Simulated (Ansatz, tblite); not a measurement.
Removing an electron: GeHMe2Br (C₂H₇BrGe). The state is a singlet with charge 0. Geometry: B3LYP-D4/def2-SVP. Ansatz, gas phase; energy differences of separate SCF runs; the oxidised species was run as a doublet alone.

Cartesian coordinates in Å:
```
Ge 0.308 0.616 0.134
H 1.518 1.436 -0.362
C 0.860 -1.069 0.963
H 1.550 -0.877 1.796
H 1.367 -1.703 0.218
H -0.021 -1.603 1.347
C -1.027 0.360 -1.275
H -1.352 1.332 -1.674
H -1.902 -0.168 -0.869
H -0.596 -0.237 -2.094
Br -0.704 1.913 1.816
```

The xTB rows come from tblite. Correlated methods freeze 20 core orbitals; core or outer-core shells of Ge, Br are correlated, in sets that lack core-valence functions. The rows differ in basis, and correlated rows in double-zeta sets carry the largest basis error. In CCSD on the charge 1 doublet the largest single amplitude is 0.20, so its Hartree–Fock determinant may place the open shell otherwise than the density functionals do. HOMO above LUMO, or a gap near zero within one spin, warns that the state may not be the lowest or that an electron is smeared out.

```tsv
level	−HOMO (eV)	vertical IE (eV)	−LUMO (eV)	HOMO–LUMO gap (eV)	remarks
GFN1-xTB	11.75	14.60	5.69	6.06	–
GFN2-xTB	11.07	14.08	4.94	6.13	–
HF/def2-SVP	–	9.40	–	–	–
PBE-D4/def2-TZVP	6.61	9.62	0.95	5.66	gap within one spin near zero (+1 doublet)
r2SCAN-D4/def2-TZVP	6.93	9.80	0.66	6.26	–
PBE0-D4/def2-TZVP	7.87	9.94	0.02	7.84	–
MP2/def2-SVP	–	10.13	–	–	–
CCSD/def2-SVP	–	9.94	–	–	–
CCSD(T)/def2-SVP	–	9.92	–	–	–
```

Relaxing the oxidised species (B3LYP-D4/def2-SVP) changes its energy by -0.17 eV at PBE-D4/def2-TZVP, so the adiabatic ionisation energy to this nearest minimum is 9.45 eV. At PBE0-D4/def2-TZVP it is 9.72 eV.    Raw xTB energy differences between charge states are shifted by several eV; the methods need an empirical correction for them.
